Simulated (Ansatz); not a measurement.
Reaction (redistribution): `[OH][Zr]([OH])([OH])[Cl]` + `F[Si]1(S)C[SiH2]1` → `[OH][Zr]([OH])([SH])[Cl]` + `O[Si]1(F)C[SiH2]1`

Computed with Ansatz on PBE0-D4/def2-TZVP structures; ΔE is electronic, products minus reactants. CCSD(T)/CBS adds triple-zeta CCSD(T) − MP2 to the extrapolated MP2 energy (def2 sets, frozen cores). Functionals use def2-TZVPP. B3LYP here is the variant with VWN-RPA as its local correlation; programs differ in this. def2 core potentials past Kr. For Zr outer-core shells are correlated without core-valence functions, which leaves a few kJ/mol of doubt a bond. Each species was taken in one conformer, which may not be the lowest.

`[OH][Zr]([OH])([OH])[Cl]`:

```xyz
8

O    -1.535    0.493    0.873
Zr   -0.118   -0.041   -0.295
O     1.231    1.314   -0.347
O     0.637   -1.692    0.305
Cl   -0.995   -0.343   -2.487
H    -2.186    0.550    1.566
H     1.750    2.103   -0.223
H     1.217   -2.384    0.608
```

`F[Si]1(S)C[SiH2]1`:

```xyz
10

F    -2.284   -0.254   -0.566
Si   -0.708   -0.482   -0.429
S     0.065   -1.688   -1.980
C     0.263    1.024    0.074
Si    0.409   -0.277    1.494
H    -0.082   -0.751   -2.936
H    -0.309    1.909    0.355
H     1.161    1.289   -0.480
H    -0.254    0.123    2.758
H     1.738   -0.894    1.711
```

`[OH][Zr]([OH])([SH])[Cl]`:

Cartesian coordinates in Å:
```
O 0.426 -1.660 -0.055
Zr -0.152 0.138 -0.262
O -1.834 0.511 0.530
S 1.453 1.593 0.891
Cl -0.218 0.634 -2.573
H 0.543 -2.594 0.099
H -2.708 0.530 0.909
H 2.489 0.848 0.461
```

`O[Si]1(F)C[SiH2]1`:

Cartesian coordinates in Å:
```
O -1.819 -1.251 0.355
Si -0.875 0.076 0.379
F -1.473 1.161 1.384
C 0.968 -0.099 0.452
Si 0.490 0.626 -1.291
H -1.931 -1.745 1.171
H 1.402 -1.098 0.439
H 1.539 0.571 1.094
H 0.760 -0.258 -2.451
H 0.938 2.019 -1.533
```

| level | ΔE (kJ/mol) | difference from CCSD(T)/CBS |
| --- | --- | --- |
| PBE-D4 | 4.0 | 6.7 |
| r2SCAN-D4 | -2.2 | 0.5 |
| PBE0-D4 | 0.7 | 3.4 |
| B3LYP-D4 | -1.0 | 1.7 |
| ωB97X-V | 2.9 | 5.6 |
| ωB97M-V | 0.5 | 3.2 |
| B2PLYP | -3.8 | -1.1 |
| PBE | 3.1 | 5.8 |
| r2SCAN | -2.4 | 0.3 |
| PBE0 | -0.1 | 2.6 |
| B3LYP | -2.6 | 0.1 |
| HF/def2-TZVPP | -9.7 | -7.0 |
| MP2/def2-TZVPP | -4.5 | -1.8 |
| SCS-MP2/def2-TZVPP | -4.2 | -1.5 |
| CCSD/def2-TZVPP | -5.1 | -2.4 |
| CCSD(T)/def2-TZVPP | -5.8 | -3.1 |
| HF/def2-QZVPP | -10.3 | -7.6 |
| MP2/def2-QZVPP | -2.9 | -0.2 |
| SCS-MP2/def2-QZVPP | -2.8 | -0.1 |
| HF/CBS(def2) | -10.4 | -7.7 |
| MP2/CBS(def2) | -1.4 | 1.3 |
| CCSD/CBS(def2) | -2.0 | 0.7 |
| CCSD(T)/CBS | -2.7 | 0 |

Largest T1 diagnostic among the species: 0.017.

In def2-TZVPP, CCSD(T) changes the Hartree–Fock value by +3.9 kJ/mol (the triples alone add −0.6 kJ/mol) and MP2 by +5.2 kJ/mol. From PBE to PBE0 (25 % exact exchange), in def2-TZVPP and without D4, ΔE moves by −3.1 kJ/mol.
